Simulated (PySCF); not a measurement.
Isomers of C6H12F2OSi, mass 166.063 u with the commonest isotopes. The calculation used PBE0/pcSseg-1 in PySCF (dipole) on a GFN2-xTB geometry, gas phase. One conformer each, none proved a minimum here; rigid rotors.

Problem. Order these by rotational constant B, smallest first.
A. `[F:1][CH2:2][CH2:3][C@:4]1([F:5])[CH2:6][O:7][CH2:8][CH2:9][SiH2:10]1` with F1–C2–C3–C4 -72°, C2–C3–C4–F5 -65°, C3–C4–C6–O7 -179°, C4–C6–O7–C8 70°, C6–O7–C8–C9 -74°, O7–C8–C9–Si10 59°
B. `[CH3:1][C@@H:2]1[CH2:3][SiH2:4][C@H:5]([O:6][CH:7]([F:8])[F:9])[CH2:10]1` with Si4–C5–O6–C7 81°, C5–O6–C7–F8 -69°, C1–C2–C3–Si4 -161°, C2–C3–Si4–C5 13°, C3–Si4–C5–O6 131°, Si4–C5–C10–C2 -38°
C. `[OH:1][C@@H:2]1[CH2:3][C@@H:4]([CH2:5][F:6])[SiH2:7][C@@H:8]1[CH2:9][F:10]` with H–O1–C2–C3 -54°, C3–C4–C5–F6 67°, Si7–C8–C9–F10 57°, O1–C2–C3–C4 -61°, C2–C3–C4–C5 -154°, C3–C4–Si7–C8 1°, C4–Si7–C8–C9 148°

Solution. B (595.9 MHz), C (764.8 MHz), A (826.6 MHz).

Problem. Order these by radius of gyration √(Σ m r²/M), smallest first.
A. `[CH3:1][O:2][SiH2:3][C@@:4]1([F:5])[CH2:6][CH2:7][C@@H:8]([F:9])[CH2:10]1` with C1–O2–Si3–C4 177°, O2–Si3–C4–F5 -68°, Si3–C4–C6–C7 159°, C4–C6–C7–C8 -39°, C6–C7–C8–F9 -88°, C7–C8–C10–C4 -10°
B. `[CH3:1][C@@H:2]1[CH2:3][SiH2:4][C@H:5]([O:6][CH:7]([F:8])[F:9])[CH2:10]1` with Si4–C5–O6–C7 81°, C5–O6–C7–F8 -69°, C1–C2–C3–Si4 -161°, C2–C3–Si4–C5 13°, C3–Si4–C5–O6 131°, Si4–C5–C10–C2 -38°
C. `[OH:1][C@@H:2]1[CH2:3][C@@H:4]([CH2:5][F:6])[SiH2:7][C@@H:8]1[CH2:9][F:10]` with H–O1–C2–C3 -54°, C3–C4–C5–F6 67°, Si7–C8–C9–F10 57°, O1–C2–C3–C4 -61°, C2–C3–C4–C5 -154°, C3–C4–Si7–C8 1°, C4–Si7–C8–C9 148°
D. `[F:1][CH2:2][CH2:3][C@:4]1([F:5])[CH2:6][O:7][CH2:8][CH2:9][SiH2:10]1` with F1–C2–C3–C4 -72°, C2–C3–C4–F5 -65°, C3–C4–C6–O7 -179°, C4–C6–O7–C8 70°, C6–O7–C8–C9 -74°, O7–C8–C9–Si10 59°

Solution. D (2.202 Å), C (2.299 Å), A (2.415 Å), B (2.491 Å).

Problem. Order these by rotational constant C, smallest first.
A. `[CH3:1][O:2][SiH2:3][C@@:4]1([F:5])[CH2:6][CH2:7][C@@H:8]([F:9])[CH2:10]1` with C1–O2–Si3–C4 177°, O2–Si3–C4–F5 -68°, Si3–C4–C6–C7 159°, C4–C6–C7–C8 -39°, C6–C7–C8–F9 -88°, C7–C8–C10–C4 -10°
B. `[CH3:1][C@@H:2]1[CH2:3][SiH2:4][C@H:5]([O:6][CH:7]([F:8])[F:9])[CH2:10]1` with Si4–C5–O6–C7 81°, C5–O6–C7–F8 -69°, C1–C2–C3–Si4 -161°, C2–C3–Si4–C5 13°, C3–Si4–C5–O6 131°, Si4–C5–C10–C2 -38°
C. `[F:1][CH2:2][CH2:3][C@:4]1([F:5])[CH2:6][O:7][CH2:8][CH2:9][SiH2:10]1` with F1–C2–C3–C4 -72°, C2–C3–C4–F5 -65°, C3–C4–C6–O7 -179°, C4–C6–O7–C8 70°, C6–O7–C8–C9 -74°, O7–C8–C9–Si10 59°
D. `[OH:1][C@@H:2]1[CH2:3][C@@H:4]([CH2:5][F:6])[SiH2:7][C@@H:8]1[CH2:9][F:10]` with H–O1–C2–C3 -54°, C3–C4–C5–F6 67°, Si7–C8–C9–F10 57°, O1–C2–C3–C4 -61°, C2–C3–C4–C5 -154°, C3–C4–Si7–C8 1°, C4–Si7–C8–C9 148°

Solution. B (502.1 MHz), A (580.1 MHz), D (627.9 MHz), C (684.8 MHz).

| SMILES | point group | Ia (u·Å²) | Ib (u·Å²) | Ic (u·Å²) | κ | μa (D) | μb (D) | μc (D) |
| --- | --- | --- | --- | --- | --- | --- | --- | --- |
| C[C@@H]1C[SiH2][C@H](OC(F)F)C1 | C1 | 206.42 | 848.08 | 1006.58 | -0.90 | 2.81 | 0.17 | 1.74 |
| O[C@@H]1C[C@@H](CF)[SiH2][C@@H]1CF | C1 | 289.75 | 660.79 | 804.92 | -0.75 | 1.76 | 3.73 | 0.08 |
| CO[SiH2][C@@]1(F)CC[C@@H](F)C1 | C1 | 219.93 | 845.72 | 871.17 | -0.98 | 1.40 | 0.38 | 0.08 |
| FCC[C@]1(F)COCC[SiH2]1 | C1 | 260.44 | 611.39 | 738.00 | -0.77 | 0.52 | 0.13 | 1.63 |
